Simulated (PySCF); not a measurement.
Partial charges of `OCP(CP)C1CC1`

Compound: C5H12OP2.
Numbering: `[OH:1][CH2:2][P:3]([CH2:4][PH2:5])[CH:6]1[CH2:7][CH2:8]1` (hydrogens: H9 on O1; H10, H11 on C2; H12, H13 on C4; H14, H15 on P5; H16 on C6; H17, H18 on C7; H19, H20 on C8)

Geometry (GFN2-xTB, Å), atoms numbered from 1 in this order:
```
atom  x, y, z in Å
O1    -1.7262    2.6842   -0.0695
C2    -0.4912    2.0884    0.2415
P3    -0.3128    0.4244   -0.6104
C4    -1.6028   -0.4795    0.3795
P5    -1.5450   -2.2776   -0.1054
C6     1.1736   -0.1535    0.2907
C7     2.5098   -0.0303   -0.3874
C8     1.8825   -1.3735   -0.2267
H9    -1.7612    2.8469   -1.0190
H10    0.3518    2.7317   -0.0516
H11   -0.4734    1.9647    1.3291
H12   -1.3950   -0.3870    1.4508
H13   -2.5828   -0.0463    0.1635
H14   -2.8050   -2.5924    0.4032
H15   -2.0539   -2.0787   -1.3880
H16    1.1404   -0.0128    1.3680
H17    2.5364    0.4007   -1.3778
H18    3.3685    0.2182    0.2184
H19    2.3007   -2.0601    0.4934
H20    1.4805   -1.8567   -1.1053
```

Density: PBE0/pcSseg-1 (PySCF); schemes: Mulliken, IAO, Hirshfeld and ESP-fitted. The structure is a single GFN2-xTB conformer in the gas phase; no vibrational or solvent corrections.

Task: Tabulate the Mulliken, IAO, Hirshfeld and ESP-fitted charges.

Result: In e:

| atom | environment | Mulliken | IAO | Hirshfeld | ESP-fitted |
| --- | --- | --- | --- | --- | --- |
| O1 | alcohol oxygen | -0.454 | -0.541 | -0.229 | -0.595 |
| C2 | carbinol carbon (C–OH) | -0.090 | -0.217 | -0.045 | +0.082 |
| P3 | phosphine phosphorus | +0.313 | +0.463 | +0.138 | -0.253 |
| C4 | sp3 carbon bound to phosphorus | -0.633 | -0.613 | -0.161 | -0.100 |
| P5 | phosphine phosphorus | +0.089 | +0.179 | +0.074 | -0.303 |
| C6 | sp3 carbon bound to phosphorus | -0.484 | -0.334 | -0.091 | +0.051 |
| C7 | three-membered-ring carbon | -0.187 | -0.289 | -0.092 | -0.298 |
| C8 | three-membered-ring carbon | -0.171 | -0.278 | -0.091 | -0.350 |
| H9 | hydroxyl hydrogen | +0.231 | +0.349 | +0.162 | +0.428 |
| H10 | methylene hydrogen | +0.132 | +0.128 | +0.033 | +0.065 |
| H11 | methylene hydrogen | +0.133 | +0.144 | +0.042 | +0.080 |
| H12 | methylene hydrogen | +0.164 | +0.143 | +0.038 | +0.142 |
| H13 | methylene hydrogen | +0.181 | +0.162 | +0.039 | +0.106 |
| H14 | P–H hydrogen | +0.039 | -0.020 | -0.018 | +0.093 |
| H15 | P–H hydrogen | +0.044 | -0.020 | -0.019 | +0.129 |
| H16 | methine hydrogen | +0.148 | +0.138 | +0.042 | +0.106 |
| H17 | methylene hydrogen | +0.133 | +0.149 | +0.043 | +0.158 |
| H18 | methylene hydrogen | +0.134 | +0.151 | +0.049 | +0.131 |
| H19 | methylene hydrogen | +0.135 | +0.155 | +0.050 | +0.148 |
| H20 | methylene hydrogen | +0.142 | +0.151 | +0.038 | +0.180 |

Mean size of the charges over all atoms: IAO 0.231 e, Mulliken 0.202 e, ESP-fitted 0.190 e, Hirshfeld 0.075 e. Each set sums to the total charge, 0, to within 0.001 e. The IAO scheme counts the electrons in orthogonalised intrinsic atomic orbitals, a minimal basis polarised so that it spans the occupied orbitals exactly.

Lowest charge. The schemes don't all agree: Mulliken C4 (-0.633); IAO C4 (-0.613); Hirshfeld O1 (-0.229); ESP-fitted O1 (-0.595).

Highest charge. The schemes don't all agree: Mulliken P3 (+0.313); IAO P3 (+0.463); Hirshfeld H9 (+0.162); ESP-fitted H9 (+0.428).

Task: How many electrons does the Mulliken scheme count on P3?

Result: Z − q = 15 − (+0.313) = 14.687.

Task: How closely do the schemes follow one another over all atoms?

Result: Correlation coefficient and root-mean-square difference: IAO with Hirshfeld 0.97, 0.189 e; Mulliken with IAO 0.96, 0.078 e; Mulliken with Hirshfeld 0.91, 0.171 e; Hirshfeld with ESP-fitted 0.59, 0.194 e; IAO with ESP-fitted 0.51, 0.256 e; Mulliken with ESP-fitted 0.49, 0.246 e.

Task: Sum the charges by element, for elements with more than one atom.

Result: 
| element | atoms | Mulliken | IAO | Hirshfeld | ESP-fitted |
| --- | --- | --- | --- | --- | --- |
| C | 5 | -1.565 | -1.730 | -0.480 | -0.614 |
| P | 2 | +0.402 | +0.642 | +0.212 | -0.556 |
| H | 12 | +1.617 | +1.629 | +0.497 | +1.766 |
